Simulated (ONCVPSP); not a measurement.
Which change was made? (Ir, ONCV)

* Element: iridium
* Generator: ONCVPSP 4.0.1
* Type: optimised norm-conserving Vanderbilt (ONCV)
* Functional: PBEsol
* Relativity: fully relativistic
* Frozen core: [Kr] 4d10
* Valence charge: 31
* Reference configuration: 4f13 5s2 5p6 5d8 6s2
* Partial waves: 5s+6s: rc 1.35 bohr, ncon 3, nbas 6, qcut 7.7 1/bohr, 2 projectors; 5p: rc 1.30 bohr, ncon 3, nbas 7, qcut 6.1 1/bohr, 2 projectors, debl 3.1 Ha; 5d: rc 2.00 bohr, ncon 3, nbas 8, qcut 6.9 1/bohr, 1 projector; 4f: rc 1.05 bohr, ncon 4, nbas 8, qcut 19 1/bohr, 1 projector
* Local potential: polynomial inside 0.95 bohr (lpopt 4, dvloc0 -1 Ha)
* Core correction: polynomial model core, fcfact 0.2

Open shells are filled in proportion to 2j + 1.

Cutoffs, loose and tight: the cutoffs (Ha) at which the residual kinetic energy of the hardest occupied pseudo-wave falls to 1 and 0.1 mHa per electron. They do not see the model core or the augmentation charge, which bear on the density cutoff. Test errors are all-electron minus pseudo excitation energies from the reference, over the configurations 4f14 5s2 5p6 5d7 6s2; 4f14 5s2 5p6 5d7 6s1; 4f14 5s2 5p6 5d7 6s0; 4f14 5s2 5p6 5d7 6s1 6p1; variants that change the core or the reference have their own tests.

The base gives: outcome: generated; cutoff, loose: 144 Ha; cutoff, tight: 156 Ha; bound ghosts: none; GHOST(+) flags above zero: s, p3/2; largest test error (meV): +231.

**Question.** After one change the result is: outcome: generated; cutoff, loose: 131 Ha; cutoff, tight: 144 Ha; bound ghosts: none; GHOST(+) flags above zero: s; largest test error (meV): +506. Which change was it?
A. all radii but the core radius scaled by about 1.11 (s 1.50, p 1.44, d 2.20, f 1.16 bohr); local potential polynomial inside 1.04 bohr (lpopt 4, dvloc0 -1 Ha)
B. p: qcut 8.8
C. local potential polynomial inside 0.75 bohr (lpopt 5, dvloc0 0 Ha)
D. reference 4f14 5s2 5p6 5d7 6s1

**Answer.** A. The others give: p: qcut 8.8 → outcome: generated; cutoff, loose: 144 Ha; cutoff, tight: 156 Ha; bound ghosts: none; GHOST(+) flags above zero: s; largest test error (meV): +164 | reference 4f14 5s2 5p6 5d7 6s1 → outcome: generated; cutoff, loose: 143 Ha; cutoff, tight: 156 Ha; bound ghosts: none; GHOST(+) flags above zero: s, p3/2; largest test error (meV): +302 | local potential polynomial inside 0.75 bohr (lpopt 5, dvloc0 0 Ha) → outcome: generated; cutoff, loose: 144 Ha; cutoff, tight: 156 Ha; bound ghosts: s; GHOST(+) flags above zero: p3/2, p1/2; largest test error (meV): +310.
